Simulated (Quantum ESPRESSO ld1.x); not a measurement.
Question: These are the eigenvalues of the occupied orbitals of an atom or ion with whole-number occupations (eV). Method: Dirac Kohn-Sham, relativistic LDA (MacDonald-Vosko exchange, VWN5 correlation), spin-unpolarised, spherical densities, point nucleus; computed with ld1.x of Quantum ESPRESSO 7.5.

| orbital | eigenvalue |
|---|---|
| 1s1/2 | -41192.4 |
| 2s1/2 | -7578.22 |
| 2p1/2 | -7235.68 |
| 2p3/2 | -6790.82 |
| 3s1/2 | -2457.38 |
| 3p1/2 | -2313.49 |
| 3p3/2 | -2220.32 |
| 3d3/2 | -1973.25 |
| 3d5/2 | -1952.53 |

Which element is it, and in what charge state? The configuration may be excited. Open shells, if any, are shared by 2j + 1.

Answer: Z = 58, cerium, charge +31: Ce31+ in [Ar] 3d9. The list shows which subshells hold electrons but not how many an open one holds; the 1s level, -1513.8 hartree, gives Z - s = 55.0 by -(Z - s)^2/2, which with screening and relativity narrows Z to a few neighbours, and the depths of the outer levels then fix element, charge and occupations together.
